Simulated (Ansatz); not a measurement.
Computed with Ansatz on PBE0-D4/def2-TZVP structures; ΔE is electronic, products minus reactants. CBS: MP2 limit from def2 TZ/QZ plus the TZ coupled-cluster correction, frozen cores. DFT in def2-TZVPP. B3LYP here is the variant with VWN-RPA as its local correlation; programs differ in this. HSE06 is defined as in plane-wave codes. Elements past krypton have def2 core potentials. For Br, Cd outer-core shells are correlated without core-valence functions, which leaves a few kJ/mol of doubt a bond. Scalar relativity is left out up to krypton. One conformer a species, not always the lowest.

Consider the redistribution: `C[O][AlH][Br]` + `[OH][Cd][Br]` → `[Br][AlH][Br]` + `C[O][Cd][OH]`.

```json
{"level": "LDA (SPW92)", "ΔE (kcal/mol)": "28.2", "difference from CCSD(T)/CBS": "-2.2"}
{"level": "revPBE-D4", "ΔE (kcal/mol)": "26.3", "difference from CCSD(T)/CBS": "-4.1"}
{"level": "BLYP-D4", "ΔE (kcal/mol)": "28.1", "difference from CCSD(T)/CBS": "-2.3"}
{"level": "r2SCAN-D4", "ΔE (kcal/mol)": "29.1", "difference from CCSD(T)/CBS": "-1.3"}
{"level": "B97M-V", "ΔE (kcal/mol)": "29.5", "difference from CCSD(T)/CBS": "-0.9"}
{"level": "PBE0-D4", "ΔE (kcal/mol)": "30.0", "difference from CCSD(T)/CBS": "-0.4"}
{"level": "B3LYP-D4", "ΔE (kcal/mol)": "30.6", "difference from CCSD(T)/CBS": "0.2"}
{"level": "r2SCANh-D4", "ΔE (kcal/mol)": "30.1", "difference from CCSD(T)/CBS": "-0.3"}
{"level": "r2SCAN0-D4", "ΔE (kcal/mol)": "31.5", "difference from CCSD(T)/CBS": "1.1"}
{"level": "HSE06-D4", "ΔE (kcal/mol)": "29.9", "difference from CCSD(T)/CBS": "-0.5"}
{"level": "BHLYP-D4", "ΔE (kcal/mol)": "33.8", "difference from CCSD(T)/CBS": "3.4"}
{"level": "CAM-B3LYP-D4", "ΔE (kcal/mol)": "31.7", "difference from CCSD(T)/CBS": "1.3"}
{"level": "B2PLYP", "ΔE (kcal/mol)": "30.4", "difference from CCSD(T)/CBS": "0.0"}
{"level": "PBE-QIDH", "ΔE (kcal/mol)": "30.9", "difference from CCSD(T)/CBS": "0.5"}
{"level": "PBE", "ΔE (kcal/mol)": "27.0", "difference from CCSD(T)/CBS": "-3.4"}
{"level": "revPBE", "ΔE (kcal/mol)": "26.5", "difference from CCSD(T)/CBS": "-3.9"}
{"level": "BLYP", "ΔE (kcal/mol)": "28.2", "difference from CCSD(T)/CBS": "-2.2"}
{"level": "r2SCAN", "ΔE (kcal/mol)": "29.0", "difference from CCSD(T)/CBS": "-1.4"}
{"level": "PBE0", "ΔE (kcal/mol)": "30.0", "difference from CCSD(T)/CBS": "-0.4"}
{"level": "B3LYP", "ΔE (kcal/mol)": "30.6", "difference from CCSD(T)/CBS": "0.2"}
{"level": "r2SCANh", "ΔE (kcal/mol)": "30.1", "difference from CCSD(T)/CBS": "-0.3"}
{"level": "r2SCAN0", "ΔE (kcal/mol)": "31.5", "difference from CCSD(T)/CBS": "1.1"}
{"level": "HSE06", "ΔE (kcal/mol)": "29.9", "difference from CCSD(T)/CBS": "-0.5"}
{"level": "BHLYP", "ΔE (kcal/mol)": "33.9", "difference from CCSD(T)/CBS": "3.5"}
{"level": "CAM-B3LYP", "ΔE (kcal/mol)": "31.8", "difference from CCSD(T)/CBS": "1.4"}
{"level": "LC-ωPBE", "ΔE (kcal/mol)": "30.4", "difference from CCSD(T)/CBS": "0.0"}
{"level": "RPA@PBE/def2-TZVPP", "ΔE (kcal/mol)": "27.6", "difference from CCSD(T)/CBS": "-2.8"}
{"level": "HF/def2-SVP", "ΔE (kcal/mol)": "36.1", "difference from CCSD(T)/CBS": "5.7"}
{"level": "MP2/def2-SVP", "ΔE (kcal/mol)": "30.8", "difference from CCSD(T)/CBS": "0.4"}
{"level": "CCSD/def2-SVP", "ΔE (kcal/mol)": "31.1", "difference from CCSD(T)/CBS": "0.7"}
{"level": "CCSD(T)/def2-SVP", "ΔE (kcal/mol)": "30.3", "difference from CCSD(T)/CBS": "-0.1"}
{"level": "HF/def2-TZVPP", "ΔE (kcal/mol)": "37.2", "difference from CCSD(T)/CBS": "6.8"}
{"level": "MP2/def2-TZVPP", "ΔE (kcal/mol)": "29.4", "difference from CCSD(T)/CBS": "-1.0"}
{"level": "SCS-MP2/def2-TZVPP", "ΔE (kcal/mol)": "29.8", "difference from CCSD(T)/CBS": "-0.6"}
{"level": "CCSD/def2-TZVPP", "ΔE (kcal/mol)": "30.7", "difference from CCSD(T)/CBS": "0.3"}
{"level": "CCSD(T)/def2-TZVPP", "ΔE (kcal/mol)": "29.6", "difference from CCSD(T)/CBS": "-0.8"}
{"level": "HF/def2-QZVPP", "ΔE (kcal/mol)": "37.1", "difference from CCSD(T)/CBS": "6.7"}
{"level": "MP2/def2-QZVPP", "ΔE (kcal/mol)": "29.8", "difference from CCSD(T)/CBS": "-0.6"}
{"level": "SCS-MP2/def2-QZVPP", "ΔE (kcal/mol)": "30.2", "difference from CCSD(T)/CBS": "-0.2"}
{"level": "HF/CBS(def2)", "ΔE (kcal/mol)": "37.1", "difference from CCSD(T)/CBS": "6.7"}
{"level": "CCSD(T)/CBS", "ΔE (kcal/mol)": "30.4", "difference from CCSD(T)/CBS": "0"}
```

Largest T1 diagnostic among the species: 0.017.

From BLYP to BHLYP (50 % exact exchange), in def2-TZVPP and without D4, ΔE moves by +5.7 kcal/mol. In def2-TZVPP, CCSD(T) changes the Hartree–Fock value by −7.7 kcal/mol (the triples alone add −1.2 kcal/mol) and MP2 by −7.9 kcal/mol. Leaving LDA and LC-ωPBE aside and taking each functional with its dispersion term where it has one, the values spread over 7.5 kcal/mol, from revPBE-D4 to BHLYP-D4. LDA lies +1.2 kcal/mol from PBE without D4.
